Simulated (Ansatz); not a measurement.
Born–Oppenheimer molecular dynamics of a periodic cell of 24 atoms, N (contents 12 N2, density as packed 0.80 g/cm³ with natural masses). It goes on from the last frame of an earlier run, with new velocities.

Method: DFT PBE-D3(BJ), scalar-relativistic, plane waves, PAW in Ansatz 0.2.0. Settings: cutoff 420 eV, k mesh 1x1x1, fermi-dirac smearing 0.02 eV, no spin polarisation.

```json
{
 "ensemble": "NVT, Langevin thermostat",
 "time step": "1 fs",
 "steps asked": "400",
 "set temperature": "400 K",
 "friction": "0.02 /fs",
 "seed": "180288"
}
```

Frames 5 fs apart, positions in Å, forces in eV/Å.

Velocities at 270.0 fs (Å/ps):

```
N 3.12 3.42 -1.83
N -7.90 -11.71 -4.20
N -3.90 4.09 -8.90
N -7.41 0.02 5.18
N -0.47 -4.17 -4.49
N 0.28 0.30 3.45
N 7.04 -3.72 1.73
N -4.15 -7.79 -1.57
N 0.94 -0.70 -6.48
N -0.86 5.46 -5.23
N 6.92 -2.22 5.65
N 13.15 6.35 -5.13
N -0.69 7.58 -1.89
N 2.25 -2.48 -0.20
N 5.42 3.38 -3.68
N 0.95 2.50 -0.42
N -0.16 1.00 -6.40
N -4.52 4.06 6.25
N 3.21 1.51 4.67
N -7.96 -10.45 -10.62
N 5.05 7.11 4.98
N 1.31 -2.50 0.12
N -2.57 -0.99 -5.53
N -6.18 5.41 -6.35
```

```xyz
24
Lattice="8.8621 0.0000 0.0000 0.0000 8.8621 0.0000 0.0000 0.0000 8.8621" Properties=species:S:1:pos:R:3:forces:R:3 time_fs=270.0 energy_less_start_eV=0.101 T=441
N 4.740 8.652 6.113 -0.36 0.03 -0.64
N 4.333 8.775 5.091 0.32 -0.08 0.61
N 5.738 3.226 5.666 1.17 0.37 -0.10
N 4.699 2.888 5.702 -1.21 -0.26 0.02
N 2.830 7.151 8.793 -3.24 0.92 -3.64
N 2.095 7.403 7.955 3.15 -1.27 3.63
N 6.870 4.234 0.012 2.56 0.46 0.81
N 5.845 4.060 -0.295 -2.58 -0.40 -0.66
N 6.381 6.939 2.182 -0.12 -0.05 -0.27
N 6.854 7.120 3.158 0.10 -0.02 0.20
N 1.949 6.726 4.401 -0.01 0.18 -0.05
N 1.738 7.616 3.784 -0.05 -0.11 0.02
N 7.531 1.300 3.153 0.67 -1.21 0.37
N 7.052 2.242 2.879 -0.64 1.27 -0.39
N -0.436 1.274 -0.800 2.18 0.30 0.60
N -1.472 1.087 -1.069 -2.23 -0.32 -0.52
N 7.393 6.206 6.343 0.02 -0.23 0.02
N 7.281 7.301 6.348 0.12 0.14 -0.01
N 2.071 4.231 2.421 0.80 -0.43 0.15
N 3.001 3.685 2.679 -0.73 0.48 -0.20
N 0.846 3.982 5.224 1.33 1.72 -3.82
N 0.511 3.551 6.149 -1.37 -1.79 3.89
N 2.436 1.776 9.185 0.79 -0.71 -0.66
N 3.132 1.138 8.599 -0.67 1.01 0.66
24
Lattice="8.8621 0.0000 0.0000 0.0000 8.8621 0.0000 0.0000 0.0000 8.8621" Properties=species:S:1:pos:R:3:forces:R:3 time_fs=275.0 energy_less_start_eV=0.146 T=365
N 4.761 8.675 6.093 -0.67 0.02 -1.20
N 4.306 8.718 5.079 0.66 -0.02 1.19
N 5.715 3.244 5.615 -1.56 -0.53 0.12
N 4.666 2.886 5.727 1.51 0.64 -0.19
N 2.819 7.134 8.750 2.64 -1.16 2.88
N 2.108 7.401 7.988 -2.73 0.84 -2.89
N 6.907 4.218 0.005 -3.83 -0.67 -1.02
N 5.831 4.020 -0.292 3.80 0.74 1.16
N 6.389 6.930 2.157 0.22 0.10 0.45
N 6.854 7.146 3.137 -0.24 -0.17 -0.51
N 1.982 6.728 4.416 -0.58 2.99 -2.08
N 1.799 7.635 3.766 0.49 -2.94 2.03
N 7.530 1.314 3.144 0.69 -1.19 0.36
N 7.036 2.250 2.874 -0.65 1.24 -0.38
N -0.402 1.298 -0.816 -2.08 -0.49 -0.45
N -1.473 1.097 -1.068 2.02 0.45 0.54
N 7.394 6.215 6.322 -0.20 1.58 0.10
N 7.264 7.320 6.378 0.34 -1.69 -0.10
N 2.089 4.239 2.430 -0.74 0.54 -0.24
N 2.979 3.632 2.630 0.81 -0.48 0.21
N 0.867 4.015 5.235 -0.51 -0.70 1.18
N 0.501 3.520 6.161 0.48 0.64 -1.13
N 2.429 1.782 9.164 -1.74 1.62 1.56
N 3.094 1.167 8.571 1.86 -1.37 -1.57
24
Lattice="8.8621 0.0000 0.0000 0.0000 8.8621 0.0000 0.0000 0.0000 8.8621" Properties=species:S:1:pos:R:3:forces:R:3 time_fs=280.0 energy_less_start_eV=0.075 T=363
N 4.776 8.705 6.049 1.08 0.06 2.42
N 4.290 8.670 5.081 -1.05 -0.02 -2.40
N 5.686 3.243 5.581 0.68 0.24 -0.13
N 4.657 2.896 5.736 -0.73 -0.13 0.07
N 2.848 7.114 8.745 0.18 -0.22 0.22
N 2.094 7.405 7.999 -0.26 -0.08 -0.23
N 6.913 4.192 -0.021 0.26 0.09 0.11
N 5.865 4.000 -0.292 -0.29 -0.01 0.02
N 6.404 6.925 2.138 -0.20 -0.11 -0.47
N 6.846 7.163 3.115 0.18 0.04 0.42
N 2.000 6.762 4.406 0.57 -3.69 2.74
N 1.868 7.621 3.778 -0.71 3.70 -2.82
N 7.531 1.306 3.144 -1.52 2.86 -0.81
N 6.999 2.261 2.867 1.57 -2.80 0.78
N -0.402 1.315 -0.839 0.87 0.04 0.21
N -1.458 1.117 -1.048 -0.94 -0.11 -0.13
N 7.402 6.232 6.311 0.16 -1.35 -0.10
N 7.259 7.311 6.404 -0.02 1.24 0.10
N 2.096 4.244 2.422 1.58 -1.15 0.24
N 2.979 3.580 2.584 -1.52 1.23 -0.22
N 0.871 4.038 5.268 0.21 0.29 -0.58
N 0.497 3.500 6.147 -0.23 -0.33 0.60
N 2.405 1.801 9.167 0.61 -0.59 -0.62
N 3.067 1.184 8.527 -0.50 0.80 0.58
24
Lattice="8.8621 0.0000 0.0000 0.0000 8.8621 0.0000 0.0000 0.0000 8.8621" Properties=species:S:1:pos:R:3:forces:R:3 time_fs=285.0 energy_less_start_eV=0.147 T=332
N 4.801 8.731 6.020 -1.57 -0.28 -2.46
N 4.243 8.627 5.049 1.67 0.38 2.51
N 5.668 3.233 5.562 0.98 0.33 -0.20
N 4.641 2.902 5.744 -1.03 -0.22 0.14
N 2.886 7.109 8.756 -2.35 0.74 -2.11
N 2.082 7.409 8.025 2.28 -1.02 2.10
N 6.924 4.172 -0.044 3.34 0.65 0.93
N 5.896 3.985 -0.314 -3.37 -0.56 -0.78
N 6.417 6.914 2.110 -0.13 -0.09 -0.33
N 6.833 7.186 3.091 0.11 0.01 0.28
N 2.009 6.747 4.424 -0.19 1.53 -1.12
N 1.916 7.634 3.754 -0.03 -1.54 1.01
N 7.507 1.332 3.135 1.46 -2.38 0.73
N 6.979 2.238 2.864 -1.41 2.44 -0.76
N -0.379 1.331 -0.863 -1.06 -0.33 -0.13
N -1.456 1.127 -1.039 0.99 0.23 0.22
N 7.417 6.234 6.310 0.04 -0.32 -0.03
N 7.239 7.313 6.425 0.11 0.21 0.02
N 2.111 4.232 2.414 0.39 -0.27 0.02
N 2.965 3.543 2.552 -0.32 0.37 0.03
N 0.873 4.063 5.290 0.91 1.32 -2.05
N 0.491 3.487 6.125 -0.91 -1.37 2.04
N 2.391 1.804 9.170 1.23 -1.12 -1.32
N 3.054 1.222 8.485 -1.12 1.29 1.25
24
Lattice="8.8621 0.0000 0.0000 0.0000 8.8621 0.0000 0.0000 0.0000 8.8621" Properties=species:S:1:pos:R:3:forces:R:3 time_fs=290.0 energy_less_start_eV=0.204 T=268
N 4.820 8.742 5.956 -0.60 -0.11 -0.67
N 4.225 8.599 5.032 0.75 0.25 0.74
N 5.667 3.226 5.549 -1.90 -0.56 0.33
N 4.615 2.907 5.746 1.84 0.67 -0.40
N 2.885 7.112 8.743 2.87 -1.18 2.47
N 2.097 7.405 8.072 -2.93 0.95 -2.48
N 6.967 4.163 -0.049 -3.75 -0.65 -0.99
N 5.892 3.961 -0.346 3.71 0.76 1.14
N 6.424 6.920 2.083 0.39 0.28 0.94
N 6.830 7.213 3.074 -0.41 -0.36 -0.98
N 2.008 6.752 4.436 -0.13 1.52 -1.17
N 1.954 7.626 3.745 -0.14 -1.56 1.03
N 7.504 1.341 3.133 -0.23 0.50 -0.14
N 6.945 2.253 2.853 0.28 -0.45 0.10
N -0.374 1.348 -0.885 -1.09 -0.38 -0.08
N -1.452 1.117 -1.014 1.02 0.26 0.18
N 7.436 6.227 6.301 -0.43 2.09 0.28
N 7.221 7.314 6.448 0.58 -2.21 -0.29
N 2.128 4.222 2.420 -2.59 2.26 -0.38
N 2.943 3.522 2.524 2.66 -2.16 0.44
N 0.897 4.092 5.292 -0.73 -1.15 1.37
N 0.476 3.466 6.114 0.72 1.09 -1.39
N 2.401 1.797 9.162 -0.85 0.63 0.88
N 3.046 1.279 8.450 0.95 -0.52 -0.97
24
Lattice="8.8621 0.0000 0.0000 0.0000 8.8621 0.0000 0.0000 0.0000 8.8621" Properties=species:S:1:pos:R:3:forces:R:3 time_fs=295.0 energy_less_start_eV=0.198 T=334
N 4.839 8.746 5.893 1.62 0.52 2.59
N 4.230 8.573 5.017 -1.45 -0.34 -2.50
N 5.639 3.209 5.536 2.42 0.69 -0.50
N 4.613 2.924 5.740 -2.48 -0.59 0.43
N 2.908 7.100 8.761 -0.29 0.03 -0.22
N 2.091 7.417 8.089 0.25 -0.23 0.22
N 6.965 4.164 -0.058 1.97 0.47 0.66
N 5.948 3.947 -0.376 -2.00 -0.36 -0.50
N 6.420 6.934 2.076 -0.23 -0.18 -0.61
N 6.814 7.234 3.055 0.21 0.10 0.57
N 2.012 6.771 4.434 0.04 -2.55 2.15
N 1.983 7.602 3.746 -0.35 2.50 -2.30
N 7.514 1.362 3.134 -0.94 1.54 -0.48
N 6.921 2.261 2.841 0.99 -1.48 0.45
N -0.380 1.375 -0.895 0.63 0.01 0.11
N -1.438 1.099 -0.985 -0.69 -0.14 0.00
N 7.446 6.244 6.318 0.43 -1.97 -0.29
N 7.208 7.294 6.472 -0.27 1.84 0.29
N 2.120 4.242 2.423 2.36 -2.15 0.17
N 2.945 3.477 2.496 -2.29 2.28 -0.07
N 0.915 4.096 5.309 0.57 0.77 -1.07
N 0.484 3.464 6.088 -0.58 -0.82 1.05
N 2.399 1.807 9.177 1.28 -1.04 -1.63
N 3.052 1.325 8.408 -1.21 1.10 1.51
24
Lattice="8.8621 0.0000 0.0000 0.0000 8.8621 0.0000 0.0000 0.0000 8.8621" Properties=species:S:1:pos:R:3:forces:R:3 time_fs=300.0 energy_less_start_eV=0.167 T=312
N 4.875 8.759 5.860 -2.28 -0.67 -2.79
N 4.210 8.537 4.974 2.54 0.92 2.91
N 5.638 3.197 5.510 -0.52 -0.10 0.09
N 4.584 2.948 5.732 0.46 0.20 -0.16
N 2.909 7.091 8.779 -2.12 0.76 -1.70
N 2.074 7.420 8.103 2.09 -0.93 1.70
N 6.994 4.180 -0.072 0.66 0.21 0.27
N 5.979 3.937 -0.408 -0.69 -0.10 -0.10
N 6.417 6.958 2.065 -0.45 -0.36 -1.22
N 6.789 7.249 3.051 0.43 0.28 1.19
N 2.026 6.753 4.450 -0.12 1.59 -1.33
N 2.009 7.603 3.726 -0.28 -1.67 1.14
N 7.516 1.396 3.139 1.26 -1.67 0.62
N 6.911 2.246 2.830 -1.21 1.71 -0.67
N -0.368 1.388 -0.900 -1.25 -0.53 0.00
N -1.432 1.070 -0.950 1.18 0.40 0.12
N 7.456 6.241 6.338 0.12 -0.57 -0.11
N 7.197 7.293 6.513 0.04 0.43 0.10
N 2.148 4.236 2.424 -0.26 0.29 -0.07
N 2.923 3.459 2.476 0.33 -0.14 0.19
N 0.945 4.108 5.317 0.41 0.50 -0.72
N 0.494 3.461 6.076 -0.42 -0.56 0.70
N 2.406 1.808 9.174 -0.08 -0.06 -0.05
N 3.036 1.378 8.380 0.15 0.07 -0.10
24
Lattice="8.8621 0.0000 0.0000 0.0000 8.8621 0.0000 0.0000 0.0000 8.8621" Properties=species:S:1:pos:R:3:forces:R:3 time_fs=305.0 energy_less_start_eV=0.282 T=331
N 4.884 8.757 5.804 1.10 0.48 1.62
N 4.226 8.523 4.969 -0.80 -0.21 -1.48
N 5.628 3.178 5.476 -1.53 -0.26 0.32
N 4.559 2.974 5.708 1.47 0.35 -0.39
N 2.901 7.105 8.767 2.64 -1.00 1.99
N 2.071 7.400 8.143 -2.67 0.86 -2.00
N 7.026 4.188 -0.088 -3.68 -0.90 -1.23
N 5.986 3.921 -0.450 3.65 1.01 1.40
N 6.406 6.991 2.046 0.20 0.13 0.51
N 6.770 7.259 3.055 -0.21 -0.20 -0.54
N 2.052 6.758 4.453 -0.12 0.68 -0.57
N 2.022 7.601 3.736 -0.30 -0.78 0.37
N 7.540 1.415 3.157 -0.96 1.31 -0.55
N 6.888 2.246 2.800 1.01 -1.28 0.51
N -0.376 1.395 -0.910 0.39 -0.04 0.07
N -1.420 1.052 -0.934 -0.45 -0.08 0.06
N 7.483 6.231 6.353 -0.76 2.84 0.54
N 7.200 7.299 6.569 0.91 -2.98 -0.57
N 2.166 4.233 2.432 -0.88 0.96 -0.09
N 2.912 3.435 2.453 0.97 -0.80 0.22
N 0.989 4.104 5.306 -1.11 -1.56 1.72
N 0.497 3.453 6.074 1.10 1.51 -1.74
N 2.420 1.801 9.178 -1.66 0.88 2.05
N 3.022 1.425 8.361 1.71 -0.93 -2.23
24
Lattice="8.8621 0.0000 0.0000 0.0000 8.8621 0.0000 0.0000 0.0000 8.8621" Properties=species:S:1:pos:R:3:forces:R:3 time_fs=310.0 energy_less_start_eV=0.281 T=319
N 4.906 8.776 5.770 0.45 0.26 0.76
N 4.237 8.509 4.945 -0.09 0.02 -0.60
N 5.601 3.150 5.445 2.96 0.47 -0.66
N 4.556 3.000 5.676 -3.02 -0.36 0.60
N 2.915 7.115 8.773 -0.79 0.19 -0.55
N 2.038 7.395 8.153 0.76 -0.32 0.54
N 7.004 4.189 -0.128 3.45 1.03 1.29
N 6.024 3.910 -0.477 -3.49 -0.92 -1.11
N 6.401 7.024 2.030 0.24 0.15 0.66
N 6.747 7.259 3.056 -0.24 -0.21 -0.70
N 2.082 6.772 4.448 0.03 -2.79 2.33
N 2.037 7.596 3.754 -0.51 2.65 -2.55
N 7.559 1.438 3.173 -1.03 1.25 -0.63
N 6.876 2.222 2.769 1.08 -1.22 0.58
N -0.364 1.394 -0.915 -0.20 -0.22 0.06
N -1.411 1.045 -0.925 0.14 0.12 0.07
N 7.493 6.256 6.377 0.53 -1.99 -0.51
N 7.218 7.280 6.620 -0.40 1.85 0.47
N 2.166 4.241 2.424 1.92 -2.07 -0.03
N 2.925 3.413 2.435 -1.83 2.26 0.19
N 1.028 4.085 5.323 1.00 1.15 -1.44
N 0.520 3.455 6.049 -1.02 -1.20 1.41
N 2.429 1.788 9.207 1.14 -0.83 -1.97
N 3.022 1.455 8.318 -1.10 0.75 1.76
```

Of the whole run (400 fs, mean temperature of the second half 421 K): A run of 0.4 ps of so small a system gives no equilibrium averages. Limits of this set-up: coarse k mesh.

The run took 26 min on 1 thread of Arm Neoverse V1, on a shared host, peak memory 0.53 GiB.
